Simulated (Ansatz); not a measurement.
Relaxation of F$_{3}$GeH$_{3}$O (8 atoms, charge 0, multiplicity 1), to a largest force component of 0.03 eV/Å in at most 50 steps.

Theory: RKS PBE0-D4/def2-SVP (Ansatz 0.2.0).

```xyz
8
Properties=species:S:1:pos:R:3
Ge 0.424 -0.138 -0.341
O -0.513 -0.205 2.466
H -1.183 -0.874 2.273
F 1.105 -0.382 -1.899
H 0.222 1.335 -0.066
F -1.011 -1.083 -0.342
F 1.505 -0.931 0.712
H 0.324 -0.722 2.463
```

Task: Where does it end, and by what steps?

Result: The forces met the threshold. After 7 steps the energy has fallen by 0.158 eV; O2 moved furthest, 0.37 Å.

| step | energy less start (eV) | largest force component (eV/Å) | accepted |
| --- | --- | --- | --- |
| 0 | 0.0000 | 0.755 | yes |
| 1 | -0.0398 | 1.612 | yes |
| 2 | -0.1114 | 1.326 | yes |
| 3 | -0.1442 | 0.544 | yes |
| 4 | -0.1442 | 0.247 | yes |
| 5 | -0.1540 | 0.311 | yes |
| 6 | -0.1576 | 0.041 | yes |
| 7 | -0.1578 | 0.010 | yes |

```xyz
8
Properties=species:S:1:pos:R:3
Ge 0.379 -0.158 -0.152
O -0.410 -0.184 2.107
H -1.150 -0.800 2.010
F 0.958 -0.346 -1.769
H 0.211 1.331 0.059
F -1.037 -1.153 -0.220
F 1.631 -0.984 0.715
H 0.293 -0.707 2.516
```

Whether the end is a true minimum wasn't checked by a vibrational analysis.

Time of the run: 23 s on 2 threads of Arm Neoverse V1, on a shared host, peak memory 0.24 GiB.
